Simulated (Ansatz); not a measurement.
Total energies of Si35H42, a nanocrystal cut from hexagonal silicon from Ansatz at PBE0-D4/def2-TZVP, gas phase (1 Eh = 27.2114 eV = 2625.5 kJ/mol). The reference geometry is relaxed at r2SCAN-D4/def2-SVP.

| state | geometry | energy (Eh) |
| --- | --- | --- |
| charge 0 singlet | reference | -10154.30023 |
| charge 1 doublet | reference | -10154.02082 |
| charge -1 doublet | reference | -10154.34041 |
| free Si atom (triplet) | – | -289.24943 |
| free H atom (doublet) | – | -0.50104 |

Single mean-field runs in def2-TZVP are fitted with def2-universal-jkfit.

Work out the vertical ionisation energy to the doublet.

E(charge 1 doublet) − E(charge 0 singlet) = -10154.02082 − (-10154.30023) = 0.27941 Eh = 7.60 eV. For comparison, −ε of the highest occupied level is 6.72 eV at this level, 0.88 eV less.

Work out the vertical electron affinity, to the doublet.

E(charge 0 singlet) − E(charge -1 doublet) = -10154.30023 − (-10154.34041) = 0.04018 Eh = 1.09 eV. The basis lacks diffuse functions, which makes affinities too small.

Give the fundamental gap IE − EA, the Mulliken electronegativity (IE + EA)/2 and the hardness (IE − EA)/2.

From the values in Eh: IE − EA = 0.27941 − 0.04018 = 0.23923 Eh = 6.51 eV; (IE + EA)/2 = 4.35 eV; (IE − EA)/2 = 3.25 eV. The HOMO–LUMO gap of the same run is 4.94 eV, 1.57 eV smaller than the fundamental gap.

What is the binding energy per atom against free atoms?

Atoms: 35 × (-289.24943) + 42 × (-0.50104) = -10144.77373 Eh. Binding: -10144.77373 − (-10154.30023) = 9.52650 Eh = 259.23 eV, or 3.37 eV for each of 77 atoms (no zero-point energy, no counterpoise term).
